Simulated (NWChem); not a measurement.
[SiH](F)(F)C (CH$_{4}$F$_{2}$Si), optimised at PBE0/def2-SVP with NWChem:

```
Quantity                           Value
---------------------------------  -----
highest occupied level (eV)        -9.37
orbital gap (eV)                   10.91
dipole (D)                          2.27
highest harmonic frequency (cm⁻¹)   3175
zero-point energy (kcal/mol)        32.3
```

**Question.** One F atom is replaced by Cl, giving [SiH](Cl)(C)F (CH4ClFSi), optimised at the same level. How do these values move?

**Answer.** 
```csv
quantity,new value,change
highest occupied level (eV),-8.87,+0.50
orbital gap (eV),10.00,-0.91
dipole (D),2.22,-0.05
highest harmonic frequency (cm⁻¹),3178,+3
zero-point energy (kcal/mol),31.6,-0.7
```
